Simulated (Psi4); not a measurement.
C₂H₈ClInN₂ (SMILES C[N](C)[In]([NH2])[Cl]), singlet, geometry from GFN2-xTB (such geometries of metal compounds can be far from the true shape) (core potentials on In); Psi4 with PBE/def2-TZVPP.

Here is a job for Psi4.
```
memory 2 GB

molecule {
0 1
  In   -0.24157598    0.08284144   -0.29276120
  Cl   -0.55128312   -2.13185248   -0.94659419
  N    -1.32913116    1.51514235   -1.34693704
  H    -1.64675972    1.09519137   -2.21623333
  H    -0.74341779    2.30549757   -1.60200094
  N     1.26486444    0.68812024    1.11745867
  C     1.76235800   -0.37863461    1.95512153
  C     0.88712307    1.85027232    1.89104171
  H     2.71315745   -0.06117628    2.39758525
  H     1.08021051   -0.64482644    2.77732228
  H     1.94537027   -1.26326119    1.34118484
  H     0.21846834    1.61652692    2.73265005
  H     1.79556510    2.30644158    2.29959701
  H     0.39942259    2.57520406    1.23666397
}

set basis def2-tzvpp

energy('pbe')
print_variables()
```

What the program printed (banner, timings and long lists left out):

```
   => Loading Basis Set <=

    Name: DEF2-TZVPP
    Role: ORBITAL
    Keyword: BASIS

    !!!  WARNING: ECP capability is in beta. Please check occupations closely.  !!!

         ---------------------------------------------------------
                                   SCF
               by Justin Turney, Rob Parrish, Andy Simmonett
                          and Daniel G. A. Smith
                              RKS Reference
         ---------------------------------------------------------

  ==> Geometry <==

    Molecular point group: c1
    Full point group: C1

    Geometry (in Angstrom), charge = 0, multiplicity = 1:

       Center              X                  Y                   Z               Mass
    ------------   -----------------  -----------------  -----------------  -----------------
         IN          -0.192348883842     0.123452204385    -0.222440558437   114.903878776000
         CL          -0.502056023842    -2.091241715615    -0.876273548437    34.968852682000
         N           -1.279904063842     1.555753114385    -1.276616398437    14.003074004430
         H           -1.597532623842     1.135802134385    -2.145912688437     1.007825032230
         H           -0.694190693842     2.346108334385    -1.531680298437     1.007825032230
         N            1.314091536158     0.728731004385     1.187779311563    14.003074004430
         C            1.811585096158    -0.338023845615     2.025442171563    12.000000000000
         C            0.936350166158     1.890883084385     1.961362351563    12.000000000000
         H            2.762384546158    -0.020565515615     2.467905891563     1.007825032230
         H            1.129437606158    -0.604215675615     2.847642921563     1.007825032230
         H            1.994597366158    -1.222650425615     1.411505481563     1.007825032230
         H            0.267695436158     1.657137684385     2.802970691563     1.007825032230
         H            1.844792196158     2.347052344385     2.369917651563     1.007825032230
         H            0.448649686158     2.615814824385     1.306984611563     1.007825032230

  Running in c1 symmetry.

  Rotational constants: A =      0.07931  B =      0.04238  C =      0.02828 [cm^-1]
  Rotational constants: A =   2377.69636  B =   1270.63783  C =    847.81619 [MHz]
  Nuclear repulsion =  410.780964750382907

  Charge       = 0
  Multiplicity = 1
  Electrons    = 72
  Nalpha       = 36
  Nbeta        = 36

  ==> Algorithm <==

[...]
   @DF-RKS iter   6:  -840.56675268344009   -1.22302e-01   2.87229e-04 DIIS/ADIIS
   @DF-RKS iter   7:  -840.57039563298292   -3.64295e-03   1.11960e-04 DIIS/ADIIS
   @DF-RKS iter   8:  -840.57089305689442   -4.97424e-04   3.87652e-05 DIIS
   @DF-RKS iter   9:  -840.57096096827888   -6.79114e-05   1.17143e-05 DIIS
   @DF-RKS iter  10:  -840.57096740546854   -6.43719e-06   3.53427e-06 DIIS
   @DF-RKS iter  11:  -840.57096813079568   -7.25327e-07   9.56919e-07 DIIS
  Energy and wave function converged.

  ==> Post-Iterations <==

   Electrons on quadrature grid:
      Ntotal   =   72.0000277635 ; deviation = 2.776e-05

    Orbital Energies [Eh]
    ---------------------

    Doubly Occupied:

[...]
    Virtual:

[...]
     328A    125.185174

    Final Occupation by Irrep:
              A
    DOCC [    36 ]
    NA   [    36 ]
    NB   [    36 ]

  @DF-RKS Final Energy:  -840.57096813079568

   => Energetics <=

    Nuclear Repulsion Energy =            410.7809647503829069
    One-Electron Energy =               -2045.6390850050147492
    Two-Electron Energy =                 866.5403709504864764
    DFT Exchange-Correlation Energy =     -72.2532188266503255
    Empirical Dispersion Energy =           0.0000000000000000
    VV10 Nonlocal Energy =                  0.0000000000000000
    Total Energy =                       -840.5709681307956771

Computation Completed

Properties will be evaluated at   0.000000,   0.000000,   0.000000 [a0]

Properties computed using the SCF density matrix

 Multipole Moments:

 ------------------------------------------------------------------------------------
     Multipole            Electronic (a.u.)      Nuclear  (a.u.)        Total (a.u.)
 ------------------------------------------------------------------------------------

 L = 1.  Multiply by 2.5417464519 to convert [e a0] to [Debye]
 Dipole X            :        -19.1838819           19.4802010            0.2963191
 Dipole Y            :         -0.4061728            1.1421790            0.7360062
 Dipole Z            :        -24.8086544           25.0585238            0.2498694
 Magnitude           :                                                    0.8318323

 ------------------------------------------------------------------------------------

  Variable Map:
  ----------------------------------------------------------------------------
[...]
  Array Variable Map:
  ----------------------------------------------------------------------------
[...]
[...]
```
